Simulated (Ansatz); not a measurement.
```xyz
13

C    -2.4841    1.2255    0.5001
Si   -0.6554    0.8899    0.3016
Te   -0.4002   -1.4902   -0.4292
B     1.7811   -1.3595   -0.5034
O     2.3666   -0.1806   -0.1813
O     2.5630   -2.4155   -0.8599
H    -2.9231    0.5651    1.2506
H    -3.0134    1.0751   -0.4430
H    -2.6420    2.2590    0.8197
H     0.0595    1.0871    1.5876
H    -0.0636    1.7843   -0.7250
H     3.3273   -0.2226   -0.2437
H     2.0842   -3.2176   -1.0742
```

Charge 0, multiplicity 1. Te: def2 effective core potential.

List the r2SCAN/def2-TZVPP orbital energies in eV (Ansatz). (An estimate is asked.)

Ansatz gave: Occupied: -1791.17, -516.50, -516.34, -272.78, -182.21, -168.17, -141.58, -117.31, -117.23, -117.10, -96.49, -96.41, -96.41, -41.16, -41.13, -41.01, -40.95, -40.94, -27.75, -26.89, -18.35, -16.32, -14.82, -14.08, -12.71, -10.84, -10.51, -10.35, -10.15, -9.64, -8.52, -8.36, -8.29, -7.49, -7.09, -5.54. Lowest empty: -0.91, 0.13, 0.23, 0.63, 1.26, 1.44, 1.56, 2.03.
